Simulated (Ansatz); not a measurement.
Born–Oppenheimer molecular dynamics of H₆O₂Si₂ (10 atoms, charge 0, multiplicity 1). It starts from a relaxed structure.

Theory: RKS CAM-B3LYP/STO-3G (Ansatz 0.2.0).

```json
{"ensemble": "NVT, Langevin thermostat", "time step": "0.5 fs", "steps asked": "150", "set temperature": "500 K", "friction": "0.05 /fs", "seed": "142440"}
```

First frame:

```xyz
10
Properties=species:S:1:pos:R:3
Si -0.101 -0.069 0.016
H 0.745 0.055 1.180
H 0.681 -0.035 -1.197
O -1.176 1.215 0.116
Si -2.326 1.433 -1.100
H -3.348 0.413 -1.065
H -2.938 2.715 -0.865
H -1.731 1.421 -2.416
O -0.913 -1.561 -0.046
H -1.346 -1.669 0.867
```

**Question.** What does the run give?

**Answer.** The run went to its last step.

```json
{
  "steps done": "150",
  "time covered": "75 fs",
  "mean temperature over the second half": "524 K",
  "spread of the potential energy over the second half": "10.0 meV per atom",
  "mean potential energy of the second half above the start": "45.4 meV per atom"
}
```

A run of 0.075 ps of so small a system gives no equilibrium averages. Limits of this set-up: minimal basis.

**Question.** What happens to the structure?

**Answer.** The same pairs are bonded in the first frame and the last. Pairs count as bonded within 1.25 times the sum of covalent radii (0.12 Å more for H–H). This is one draw of velocities; another would differ in detail.

**Question.** How do temperature and energy run in time?

**Answer.** 
| time (fs) | T (K) | potential energy less start (eV) |
| --- | --- | --- |
| 0 | 450 | 0.000 |
| 2.5 | 377 | 0.201 |
| 5 | 381 | 0.250 |
| 7.5 | 274 | 0.240 |
| 10 | 253 | 0.299 |
| 12.5 | 263 | 0.255 |
| 15 | 259 | 0.369 |
| 17.5 | 434 | 0.256 |
| 20 | 415 | 0.282 |
| 22.5 | 400 | 0.399 |
| 25 | 479 | 0.360 |
| 27.5 | 497 | 0.436 |
| 30 | 580 | 0.524 |
| 32.5 | 525 | 0.411 |
| 35 | 522 | 0.556 |
| 37.5 | 551 | 0.539 |
| 40 | 514 | 0.593 |
| 42.5 | 794 | 0.375 |
| 45 | 578 | 0.500 |
| 47.5 | 463 | 0.547 |
| 50 | 574 | 0.397 |
| 52.5 | 439 | 0.660 |
| 55 | 487 | 0.346 |
| 57.5 | 515 | 0.422 |
| 60 | 518 | 0.403 |
| 62.5 | 508 | 0.400 |
| 65 | 387 | 0.558 |
| 67.5 | 474 | 0.411 |
| 70 | 398 | 0.535 |
| 72.5 | 525 | 0.336 |
| 75 | 559 | 0.222 |

Time of the run: 5.2 min on 1 thread of Arm Neoverse V1, on a shared host, peak memory 0.098 GiB.
